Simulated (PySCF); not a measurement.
# Telling isomers of C6H5ClO2 apart by NMR

Rapidly exchanging positions averaged, non-relativistic, gas phase, one conformer. GFN2-xTB geometry; shielding tensors at PBE0/pcSseg-1 (GIAO); PySCF.

Shifts are taken against calculated references (same method and geometry level): ¹H (σref 31.72) and ¹³C (σref 186.93) against TMS. Where no couplings were computed, multiplicities follow the n + 1 count of equivalent neighbours, and m marks all less simple cases (inequivalent or close neighbours, rings, F or P nearby). Shifts are as computed. Against solution values, carbons near 30 ppm lie about +3 ppm off and those near 130 ppm about +5 ppm; carbons on Cl a further +6 ppm. Of 1211 compounds with measured shifts, 218 miss one by over three times the rms of a fit or turn the order of signals round; such compounds aren't used in these exercises. Carbons bonded to Cl come out too deshielded.

(1) Tabulate the signals of `C[C@H]1C(=O)C=C(Cl)C1=O`, `Cc1ccc(C(=O)Cl)o1`, `Cc1coc(C(=O)Cl)c1`, `Cc1ccc(Cl)oc1=O`, `Cc1ccoc1C(=O)Cl` and their relative energies.

(2) What is the quickest way to tell Cc1coc(C(=O)Cl)c1 from Cc1ccoc1C(=O)Cl?

(3) What is the quickest way to tell C[C@H]1C(=O)C=C(Cl)C1=O from Cc1coc(C(=O)Cl)c1?

(4) What is the quickest way to tell Cc1ccc(C(=O)Cl)o1 from Cc1ccoc1C(=O)Cl?

## Answers

(1) 
| SMILES | carbon types | δC | δH | E rel. (kcal/mol) |
| --- | --- | --- | --- | --- |
| C[C@H]1C(=O)C=C(Cl)C1=O | 3×C 2×CH 1×CH3 | 205.1, 203.6, 170.0, 150.7, 49.7, 15.4 | 7.18 (s, 1H), 2.57 (m, 1H), 1.30 (d, 3H) | 6.7 |
| Cc1ccc(C(=O)Cl)o1 | 3×C 2×CH 1×CH3 | 167.1, 163.1, 150.5, 131.7, 118.5, 17.2 | 7.66 (m, 1H), 6.55 (m, 1H), 2.58 (s, 3H) | 0.0 |
| Cc1coc(C(=O)Cl)c1 | 3×C 2×CH 1×CH3 | 164.2, 152.1, 152.0, 132.5, 131.4, 11.9 | 7.62 (m, 1H), 7.52 (m, 1H), 2.32 (s, 3H) | 3.2 |
| Cc1ccc(Cl)oc1=O | 3×C 2×CH 1×CH3 | 164.6, 162.3, 145.5, 130.2, 109.6, 20.8 | 7.26 (d, 1H), 6.12 (d, 1H), 2.19 (s, 3H) | 1.7 |
| Cc1ccoc1C(=O)Cl | 3×C 2×CH 1×CH3 | 164.3, 153.8, 147.4, 147.1, 123.2, 14.8 | 7.63 (m, 1H), 6.74 (m, 1H), 2.65 (s, 3H) | 2.1 |

Energies are electronic energies at PBE0/pcSseg-1 on these geometries, without zero-point or thermal terms, each for the one conformer computed, which needn't be the lowest.

(2) Both give the same number of carbon signals, with the same numbers of each carbon type, so the positions decide. The first has a substituted aromatic carbon (C) at 132.5 ppm, the second an aromatic CH at 123.2 ppm. Their most deshielded carbons lie at 164.2 and 164.3 ppm.

(3) Both give the same number of carbon signals, with the same numbers of each carbon type, so the positions decide. The first has an sp3 CH α to a carbonyl at 49.7 ppm, the second a substituted aromatic carbon (C) at 132.5 ppm. Their most deshielded carbons lie at 205.1 and 164.2 ppm. In the proton spectra the most deshielded non-exchanging signals are 7.18 (s, 1H) and 7.62 (m, 1H).

(4) Both give the same number of carbon signals, with the same numbers of each carbon type, so the positions decide. The first has an aromatic CH at 131.7 ppm, the second an aromatic CH next to the ring oxygen at 153.8 ppm. Their most deshielded carbons lie at 167.1 and 164.3 ppm.
